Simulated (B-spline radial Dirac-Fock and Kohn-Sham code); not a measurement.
# Relativistic shifts of the levels of Cu⁴⁺

System: Cu⁴⁺, 1s2 2s2 2p6 3s2 3p6 3d7.

Both columns are ΔSCF binding energies of the configuration average from a B-spline atomic structure program: non-relativistic Hartree-Fock with a point nucleus, and Dirac-Fock with a finite nucleus and the Coulomb interaction alone, averaged over the two j levels with weights 2j+1.

```tsv
shell	Hartree-Fock (eV)	Dirac-Fock (eV)	shift (eV)	shift (%)
1s	8978.6	9082.5	+103.94	+1.16
2s	1167.2	1189.8	+22.59	+1.94
2p	1023.8	1028.5	+4.72	+0.46
3s	203.5	207.3	+3.79	+1.86
3p	156.5	157.4	+0.88	+0.56
3d	81.21	80.71	-0.49	-0.61
```

Relativity binds 1s, 2s, 2p, 3s, 3p more strongly, among those listed most of all 2s in relative terms, and 3d more weakly, because the contracted s and p shells screen the nucleus better.

Values without a named source are computed, but for edge energies of neutral atoms, which are taken from tables.
